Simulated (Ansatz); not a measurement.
`FC(Cl)=C=C[SiH3]` + `[OH][SnH2][Cl]` → `[SiH3][O][SnH2][Cl]` + `C=C=C(F)Cl`  (ligand exchange at the Si–C bond)

Computed with Ansatz on PBE0-D4/def2-TZVP structures; ΔE is electronic, products minus reactants. CCSD(T)/CBS is the MP2 limit (def2-TZVPP, def2-QZVPP) plus CCSD(T) − MP2 in def2-TZVPP, frozen cores. def2 core potentials past Kr. For Sn outer-core shells are correlated without core-valence functions, which leaves a few kJ/mol of doubt a bond. Each species was taken in one conformer, which may not be the lowest.

```json
{"species": "`FC(Cl)=C=C[SiH3]`", "CCSD/def2-TZVPP energy (Eh)": "-964.89620"}
{"species": "`[OH][SnH2][Cl]`", "CCSD/def2-TZVPP energy (Eh)": "-750.34222"}
{"species": "`[SiH3][O][SnH2][Cl]`", "CCSD/def2-TZVPP energy (Eh)": "-1040.63157"}
{"species": "`C=C=C(F)Cl`", "CCSD/def2-TZVPP energy (Eh)": "-674.64483"}
```

**Question.** Work out ΔE.

**Answer.** ΔE = (-1040.63157) + (-674.64483) − (-964.89620) − (-750.34222) = -0.03798 Eh = -23.8 kcal/mol. CCSD(T)/CBS gives -23.2 kcal/mol.

Largest T1 diagnostic among the species: 0.013.

In def2-TZVPP, CCSD(T) changes the Hartree–Fock value by +4.3 kcal/mol (the triples alone add +0.7 kcal/mol) and MP2 by +4.5 kcal/mol. From PBE to PBE0 (25 % exact exchange), in def2-TZVPP and without D4, ΔE moves by −1.7 kcal/mol.
